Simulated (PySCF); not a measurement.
**`C[C@H]1C(=O)O[C@H]1F`, C4H5FO2**

Molfile (atoms numbered from 1):
```
C4H5FO2
     RDKit          3D

 12 12  0  0  0  0  0  0  0  0999 V2000
    1.3731   -0.2968   -0.2827 C   0  0  0  0  0  0  0  0  0  0  0  0
    0.0696   -0.1610    0.4854 C   0  0  1  0  0  0  0  0  0  0  0  0
   -0.5177    1.2432    0.5712 C   0  0  0  0  0  0  0  0  0  0  0  0
   -0.2115    2.2832    1.0418 O   0  0  0  0  0  0  0  0  0  0  0  0
   -1.6533    0.9074   -0.1209 O   0  0  0  0  0  0  0  0  0  0  0  0
   -1.2361   -0.4366   -0.2889 C   0  0  1  0  0  0  0  0  0  0  0  0
   -1.0703   -0.7364   -1.5976 F   0  0  0  0  0  0  0  0  0  0  0  0
    2.1733    0.1780    0.2789 H   0  0  0  0  0  0  0  0  0  0  0  0
    1.6129   -1.3472   -0.4301 H   0  0  0  0  0  0  0  0  0  0  0  0
    1.2950    0.1812   -1.2562 H   0  0  0  0  0  0  0  0  0  0  0  0
    0.1237   -0.6638    1.4519 H   0  0  0  0  0  0  0  0  0  0  0  0
   -1.9573   -1.1518    0.1212 H   0  0  0  0  0  0  0  0  0  0  0  0
  1  2  1  0
  2  3  1  0
  3  4  2  0
  3  5  1  0
  5  6  1  0
  6  7  1  0
  6  2  1  0
  1  8  1  0
  1  9  1  0
  1 10  1  0
  2 11  1  1
  6 12  1  1
M  END
```

Method used: PySCF 2.14.0, TDDFT CAM-B3LYP/aug-cc-pVDZ circular dichroism and optical rotation, one conformer, gas phase. Geometry: GFN2-xTB.

(1) Assign R or S to each stereocentre.

(2) Which excitations and rotatory strengths does the calculation give?

Results:

(1) C2 S, C6 S.

(2) Rotatory strengths R in 10⁻⁴⁰ esu² cm², velocity form and length form (origin at the centre of mass); f in length form.
```tsv
state	E (eV)	λ (nm)	f	R (velocity)	R (length)	main
1	5.89	211	0.0008	-1.7	-1.6	HOMO→LUMO+4 0.49, HOMO→LUMO+3 0.21
2	7.60	163	0.017	+13.9	+13.8	HOMO→LUMO 0.68, HOMO→LUMO+3 0.17
3	8.15	152	0.024	-29.7	-30.5	HOMO−1→LUMO 0.28, HOMO−1→LUMO+4 0.25
4	8.24	150	0.001	+6.8	+6.6	HOMO→LUMO+1 0.67, HOMO→LUMO+3 0.11
5	8.38	148	0.035	+8.9	+9.1	HOMO→LUMO+3 0.24, HOMO→LUMO+6 0.13
6	8.50	146	0.029	-4.4	-4.5	HOMO→LUMO+2 0.37, HOMO−2→LUMO+4 0.13
7	8.64	143	0.012	+0.5	+0.6	HOMO−1→LUMO 0.25, HOMO→LUMO+2 0.25
8	8.75	142	0.071	+27.2	+27.7	HOMO−1→LUMO 0.17, HOMO−1→LUMO+3 0.15
```

Among the states computed, the strongest CD band (largest |R|) is state 3. The largest dissymmetry factor in size, g = 4R/(D+G), with D and G the electric and magnetic dipole strengths, is +0.061 for state 4 (velocity form, f = 0.001), among bands with |R| over 0.5. The mirror image has the same energies and oscillator strengths and all R with the opposite sign.
